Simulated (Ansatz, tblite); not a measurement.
Removing and adding an electron: Ga6Sb6H18, a cluster cut from wurtzite GaSb (hydrogen-capped). Total charge 0; singlet. Geometry: PBE-D4/def2-SVP. Ansatz, gas phase; energy differences of separate SCF runs; the oxidised species was run as a doublet alone; the reduced species was run as a doublet alone.

```xyz
30

Sb    3.0079   -0.2198    0.6648
Ga    1.1863   -0.7659    2.5912
Ga    0.6728    3.2933    1.1837
Sb   -0.5375    1.2323    2.4483
Sb   -0.0372   -2.8033    1.2950
Ga   -2.9811    0.1919    1.9416
Ga    2.2570    0.5959   -1.8050
Sb    0.3886    2.4103   -1.3562
Sb    0.8783   -1.6384   -2.4658
Ga   -1.3030   -2.4235   -1.0676
Ga   -1.8823    1.5896   -2.5737
Sb   -2.6917   -0.2023   -0.7175
H     4.1593    0.8831    1.2869
H     4.0782   -1.5585    0.5104
H     1.8867   -1.2697    3.9121
H     2.2184    3.1711    1.5210
H    -0.1908    4.5976    1.3763
H    -0.5586    1.6640    4.1136
H     1.0740   -4.1073    1.1298
H    -1.1045   -3.5903    2.3777
H    -2.9901   -1.2513    2.6012
H    -4.0762    1.2996    2.1836
H     3.5079    0.7928   -2.7461
H     1.0150    3.6658   -2.3520
H     1.9758   -2.9595   -2.5770
H     0.4786   -1.5733   -4.1285
H    -1.8827   -3.7789   -1.6295
H    -2.9064    2.7867   -2.6187
H    -1.4234    0.7410   -3.8334
H    -4.2193   -0.7728   -1.2661
```

In the def2 sets Sb takes a core potential; there is no spin–orbit coupling. The xTB rows come from tblite. Single mean-field runs in def2-TZVP are fitted with def2-universal-jkfit. HOMO above LUMO, or a gap near zero within one spin, warns that the state may not be the lowest or that an electron is smeared out.

(1) Estimate orbital energies and vertical ionisation energies and electron affinities at: GFN1-xTB; PBE-D4/def2-TZVP; PBE0-D4/def2-TZVP; r2SCAN0-D4/def2-TZVP.

## Answers

(1) 
```tsv
level	−HOMO (eV)	vertical IE (eV)	−LUMO (eV)	vertical EA (eV)	HOMO–LUMO gap (eV)	IE − EA (eV)	remarks
GFN1-xTB	10.50	12.03	7.21	5.72	3.30	6.31	–
PBE-D4/def2-TZVP	6.04	–	2.67	1.16	3.37	–	HOMO above zero (-1 doublet), gap within one spin near zero (-1 doublet)
PBE0-D4/def2-TZVP	6.91	8.07	2.00	1.02	4.91	7.06	HOMO above zero (-1 doublet)
r2SCAN0-D4/def2-TZVP	7.06	8.16	1.96	0.99	5.11	7.16	HOMO above zero (-1 doublet)
```

Relaxing the oxidised species (PBE-D4/def2-SVP) changes its energy by -0.57 eV at PBE0-D4/def2-TZVP, so the adiabatic ionisation energy to this nearest minimum is 7.50 eV.  Relaxing the reduced species (PBE-D4/def2-SVP) changes its energy by -0.70 eV at PBE-D4/def2-TZVP, so the adiabatic electron affinity to this nearest minimum is 1.86 eV. At PBE0-D4/def2-TZVP it is 1.72 eV.  Run but left out: PBE-D4/def2-TZVP (charge +1 doublet: an occupied level 0.01 eV above an empty one).   A HOMO above zero means that the electron is unbound at that level or that self-interaction error raises the level; the energy of removing that electron tells which. Raw xTB energy differences between charge states are shifted by several eV; the methods need an empirical correction for them. Sets without diffuse functions give affinities that are too small.
